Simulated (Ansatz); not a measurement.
Mulliken charges of CH$_{2}$ClF$_{3}$Si (`FC(F)(F)[SiH2]Cl`) from r2SCAN/def2-TZVPP in Ansatz (PBE0-D4/def2-TZVP geometry).

```csv
atom,x (Å),y (Å),z (Å),charge (e)
F1,0.315,-0.674,1.763,-0.170
C2,0.666,-0.540,0.476,0.399
F3,0.821,-1.781,-0.025,-0.176
F4,1.870,0.049,0.451,-0.170
Si5,-0.652,0.420,-0.559,0.428
Cl6,-0.852,2.283,0.238,-0.219
H7,-0.150,0.507,-1.945,-0.046
H8,-1.926,-0.321,-0.456,-0.046
```

Question: By hand: the dipole of these point charges (1 e Å = 4.8032 D).

Answer: Σ q r = (-0.247, -0.125, -0.363) e Å, of length 0.457 e Å = 2.20 D.

Question: How does the dipole of the full density compare? (Best estimate.)

Answer: Computed: (-0.245, 0.033, -0.272) e Å, 1.77 D; the point charges give 1.24 times that, at 22° from its direction.

Point charges leave out the atoms' own dipoles, such as those of lone pairs, and Mulliken's split depends on the basis, so the two needn't agree.
